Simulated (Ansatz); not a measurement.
# Ligand exchange: C2H9ClSi2 + Cd(CH3)F → C2H9FSi2 + Cd(CH3)Cl

Species: C2H9ClSi2 `C[SiH](C)[SiH2]Cl`, singlet; Cd(CH3)F, singlet; C2H9FSi2 `C[SiH](C)[SiH2]F`, singlet; Cd(CH3)Cl, singlet. The partners trade Cl for F: Si–Cl and Cd–F bonds give way to Si–F and Cd–Cl.

Shapes, held fixed at every level: PBE0-D4/def2-TZVP. Flexible molecules stand in one conformer, not always the lowest. Programs: Ansatz 0.2.0. Electronic energies: no zero-point or thermal term.

```json
{"level": "PBE-D4/def2-TZVPP", "kind": "GGA", "ΔE (kJ/mol)": "-88.5", "less CCSD(T)/def2-TZVPP": "+18.8"}
{"level": "B3LYP-D4/def2-TZVPP", "kind": "global hybrid", "ΔE (kJ/mol)": "-101.3", "less CCSD(T)/def2-TZVPP": "+6.0"}
{"level": "PBE0-D4/def2-TZVPP", "kind": "global hybrid", "ΔE (kJ/mol)": "-99.9", "less CCSD(T)/def2-TZVPP": "+7.4"}
{"level": "wB97M-V/def2-TZVPP", "kind": "range-separated hybrid", "ΔE (kJ/mol)": "-104.0", "less CCSD(T)/def2-TZVPP": "+3.3"}
{"level": "wB97X-V/def2-TZVPP", "kind": "range-separated hybrid", "ΔE (kJ/mol)": "-102.2", "less CCSD(T)/def2-TZVPP": "+5.1"}
{"level": "B2PLYP/def2-TZVPP", "kind": "double hybrid", "ΔE (kJ/mol)": "-106.7", "less CCSD(T)/def2-TZVPP": "+0.6"}
{"level": "MP2/def2-TZVPP", "kind": "perturbation theory", "ΔE (kJ/mol)": "-107.1", "less CCSD(T)/def2-TZVPP": "+0.2"}
{"level": "CCSD(T)/def2-TZVPP", "kind": "coupled cluster or CI", "ΔE (kJ/mol)": "-107.3", "less CCSD(T)/def2-TZVPP": "0.0"}
```

The highest level, CCSD(T)/def2-TZVPP, gives ΔE = -107.3 kJ/mol; the levels span -107.3 to -88.5. The column of differences is taken from that level and isn't an error. No measured value is set beside it here. For atoms past krypton def2 sets carry core potentials with scalar relativity. Outer-core shells of Cd are correlated, in sets that cover them unevenly.
